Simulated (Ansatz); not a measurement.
```yaml
crystal:
  periodic: [false, false, false]
  atoms:
    - {symbol: C, position_ang: [0.430795, -0.806160, 1.857404]}
    - {symbol: N, position_ang: [0.197532, -0.453620, 0.508156]}
    - {symbol: Mo, position_ang: [-0.015954, 0.304672, -0.984133]}
    - {symbol: O, position_ang: [-1.026492, -0.809197, -2.091730]}
    - {symbol: O, position_ang: [0.634650, 2.084113, -1.002463]}
    - {symbol: F, position_ang: [-1.638326, 1.201219, -0.538330]}
    - {symbol: F, position_ang: [1.570546, -0.115726, -1.859914]}
    - {symbol: H, position_ang: [0.477440, -1.893930, 1.960811]}
    - {symbol: H, position_ang: [1.373222, -0.373873, 2.205924]}
    - {symbol: H, position_ang: [-0.385029, -0.425736, 2.480743]}
    - {symbol: H, position_ang: [-1.568721, -1.539847, -1.785379]}
    - {symbol: H, position_ang: [0.027335, 2.772785, -0.716988]}
basis:
  gaussian: {orbitals: cc-pVTZ-DK}
magnetization: {spin_polarized: true, initial_magnetization: 0}
hamiltonian: {xc: {name: wB97X-D}}
scf: {lower_state_search: off}
output: {forces: true}
```

```sh
$ ansatz run in.yaml --threads 4 --pin off --events-out ev --progress --plain --max-ram 11315MiB
```

Shortened log:

```
Error: YAML parse error: error: line 19 column 19: hamiltonian.xc: no functional is named "wB97X-D"; the names, which are not case-sensitive, are SVWN5, SPW92, PBE, PBE0, PBEsol, revPBE, revPBE0, RPBE, rPW86-PBE, HSE06, wPBEh, LC-wPBE, HISS, HF, BLYP, B3LYP, B3LYP5, BHLYP, CAM-B3LYP, r2SCAN, r2SCANh, r2SCAN0, r2SCAN50, m-r2SCAN, B97, wB97, wB97X, wB97X-V, B97M-V, wB97M-V, B2PLYP, B2GP-PLYP, PBE0-DH, PBE-QIDH
17 |   gaussian: {orbitals: cc-pVTZ-DK}
18 | magnetization: {spin_polarized: true, initial_magnetization: 0}
19 | hamiltonian: {xc: {name: wB97X-D}}
20 | scf: {lower_state_search: off}
21 | output: {forces: true}
```

Problem. What is wrong with this run?

Solution. The method's name isn't one that the program takes here. The input was rejected before any iteration.

HSE06 is defined as in plane-wave codes.
